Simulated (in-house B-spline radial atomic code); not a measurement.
K3+ is squeezed into an impenetrable sphere of radius R (the orbitals vanish at R). No spin polarisation. Caution: exact exchange at fractional occupations of open shells leaves self-interaction of up to several eV. Level of theory: non-relativistic B3LYP, spherical fractional occupations, point nucleus; calculated with a radial B-spline atomic code at the basis-set limit.

Energies in eV above the free ion in [Ne] 3s2 3p4:

| R (bohr) | highest level (eV) | [Ne] 3s2 3p4 | [Ne] 3s2 3p3 3d1 | [Ne] 3s1 3p4 3d1 | -dE/dV in [Ne] 3s2 3p4 (GPa) |
| --- | --- | --- | --- | --- | --- |
| 9.33 | -55.5 | 0 | 27.14 | 45.53 | 8.02e-09 |
| 6.39 | -55.5 | 4.087e-05 | 27.14 | 45.53 | 0.000307 |
| 5.5 | -55.5 | 0.0009467 | 27.16 | 45.54 | 0.00938 |
| 4.14 | -55.4 | 0.09386 | 27.47 | 45.85 | 1.54 |
| 3.54 | -55 | 0.6453 | 28.47 | 46.89 | 14 |
| 3.27 | -54.4 | 1.498 | 29.7 | 48.19 | 37.3 |
| 2.73 | -51.5 | 7.711 | 37.19 | 56.1 | 265 |
| 2.12 | -38.9 | 46.42 | 78 | 98.5 | 2600 |
| 1.85 | -24.2 | 102.4 | 134.2 | 155.9 | 7650 |
| 1.32 | 65.2 | 516.6 | 533.2 | 555 | 82800 |

Task: Does [Ne] 3s2 3p3 3d1 fall below [Ne] 3s2 3p4 under compression?

Result: No, it stays above over the whole range.

Task: Does [Ne] 3s1 3p4 3d1 fall below [Ne] 3s2 3p4 under compression?

Result: No, it stays above over the whole range.

The highest level is first positive in the row R = 1.32 bohr, pushed up by confinement above the zero of the free ion's potential. Each configuration is held fixed and needn't be the lowest in the sphere.
